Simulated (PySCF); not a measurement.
Mg+: interval between two levels

Mg+ [Ne] 3s1 [2S1/2, M_J = 1/2] → Mg+ [Ne] 3p1 [2P3/2, M_J = 3/2], as a difference of total energies. Computed with PySCF 2.14 in x2c-TZVPall-2c with one added diffuse shell each of s, p, d type (6s6p4d, 44 functions), with the two-component X2C-1e Hamiltonian. Correlated levels: [Ne] frozen. "Screened" scales the spin-orbit matrix elements by Boettger's factors to mimic the two-electron term; Breit and QED terms are absent.

| method | interval between two levels (cm⁻¹) |
| --- | --- |
| GHF (spin-free) | 34887 |
| GMP2 (spin-free) | 34887 |
| GCCSD (spin-free) | 34887 |
| GCCSD(T) (spin-free) | 34887 |
| GHF (screened spin-orbit) | 34919 |
| GMP2 (screened spin-orbit) | 34919 |
| GCCSD (screened spin-orbit) | 34919 |
| GCCSD(T) (screened spin-orbit) | 34919 |

Errors of the correlated levels include the incompleteness of this basis and the frozen core.

For comparison: 35761 cm⁻¹ (measured; NIST Handbook of Basic Atomic Spectroscopic Data (Sansonetti and Martin, J. Phys. Chem. Ref. Data 34, 1559 (2005))).
